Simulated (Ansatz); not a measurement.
## Abstraction of H: C2H7InO + GeH3 → C2H6InO + GeH4

Species: C2H7InO `C[CH2][InH][OH]`, singlet; GeH3 `[GeH3]`, doublet; C2H6InO `C[CH2][In][OH]`, doublet; GeH4 (germane) `[GeH4]`, singlet. A radical takes H: the energy is the difference in strength between the In–H bond broken and the Ge–H bond made.

Shapes, held fixed at every level: PBE0-D4/def2-TZVP. Flexible molecules stand in one conformer, not always the lowest. Programs: Ansatz 0.2.0. The zero-point and thermal change to 298 K, harmonic and unscaled (PBE0-D4/def2-TZVP), is +5.4 kJ/mol.

Estimate ΔH(298 K) of this reaction.

The highest level, CCSD(T)/def2-TZVPP, gives ΔH(298 K) = -74.3 kJ/mol; the levels span -89.6 to -66.0. The column of differences is taken from that level and isn't an error. No measured value is set beside it here. Open shells run unrestricted. For atoms past krypton def2 sets carry core potentials with scalar relativity. Relativity is left out for Ge. Outer-core shells of Ge, In are correlated, in sets that cover them unevenly.

```csv
level,kind,ΔH(298 K) (kJ/mol),less CCSD(T)/def2-TZVPP
HF/def2-SVP,Hartree–Fock,-67.9,+6.4
HF/def2-TZVPP,Hartree–Fock,-66.0,+8.3
r2SCAN-D4/def2-TZVPP,meta-GGA,-82.6,-8.3
B3LYP-D4/def2-TZVPP,global hybrid,-89.6,-15.3
BHLYP-D4/def2-TZVPP,global hybrid,-81.9,-7.6
wB97M-V/def2-TZVPP,range-separated hybrid,-70.1,+4.2
wB97X-V/def2-TZVPP,range-separated hybrid,-72.3,+2.0
CCSD(T)/def2-TZVPP,coupled cluster or CI,-74.3,0.0
```
